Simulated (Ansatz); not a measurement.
Saddle point of AlHBrClF$_{2}$, closed shell (AlBrF₂ ([F][Al]([F])[Br]) + HCl → AlClF₂ ([F][Al]([F])[Cl]) + HBr (still joined by a long Al–Br bond); bonds formed: Br2–H5; dative contacts that become bonds: Al1–Cl6; bonds broken: H5–Cl6; bonds weakened to dative contacts: Al1–Br2), PBE0-D4/def2-TZVP structure:

Al1  (-0.528, -0.163, -0.382)
Br2  (1.656, -1.019, 0.275)
F3  (-0.529, 0.249, -1.966)
F4  (-1.720, -1.089, 0.248)
H5  (1.151, 0.451, 0.892)
Cl6  (-0.030, 1.570, 0.933)
(Å)

Energies are electronic, without zero-point energy. Barriers and step energies count from the start structure reached by relaxing down the imaginary mode; all methods use the PBE0-D4 structures, on which another method's saddle can fall below an end. Program: Ansatz 0.2.0. Basis: def2-TZVPP, with def2-QZVPP for the basis limit. Cores are frozen in the correlated methods. Filled d shells of the heavier atoms are correlated. The def2 sets are not built for correlating such inner shells, so the correlated values are less sure here. B3LYP uses VWN-RPA correlation. Extrapolation: Hartree–Fock as exp(−7.88 √X), correlation as X^−2.97.

```tsv
method	barrier (eV)	step energy (eV)
SPW92	?	0.031
PBE-D4	0.092	0.011
BLYP-D4	0.195	-0.013
r2SCAN-D4	0.160	0.007
B97M-V	0.304	-0.035
PBE0-D4	0.219	0.020
B3LYP-D4	0.291	-0.003
r2SCAN0-D4	0.259	0.018
BHLYP-D4	?	0.009
CAM-B3LYP-D4	?	-0.001
wB97X-V	0.388	0.006
wB97M-V	0.378	0.016
B2PLYP	0.339	0.005
PBE-QIDH	0.318	0.025
RPA on PBE	0.378	-0.012
HF	0.798	0.014
MP2	0.323	0.014
CCSD	0.476	-0.001
CCSD(T)	0.396	0.003
```

Task: Fill in the withheld barriers. (To be estimated.)

Result: The calculation gives: CAM-B3LYP-D4 0.360; SPW92 -0.059; BHLYP-D4 0.450 eV. Each is the energy of the saddle less that of the start structure, by the same method.

For comparison, the barrier by CCSD(T) at an estimated basis limit (MP2 extrapolated from triple and quadruple zeta, plus CCSD(T) − MP2 in triple zeta) is 0.364 eV.

The T1 diagnostic stays at or below 0.010.

Labels in which every atom is bracketed show which atoms are joined, not bond orders.

For scale, one of the runs: CCSD(T)/def2-TZVPP, 208 basis functions, launched by `ansatz run in.yaml --threads 4 --pin off --events-out ev --progress --plain --max-ram 9574MiB`. The run took 2.1 min on 4 CPU threads of an Arm Neoverse V1 (shared host), with 2.8 GiB of host memory at its peak.
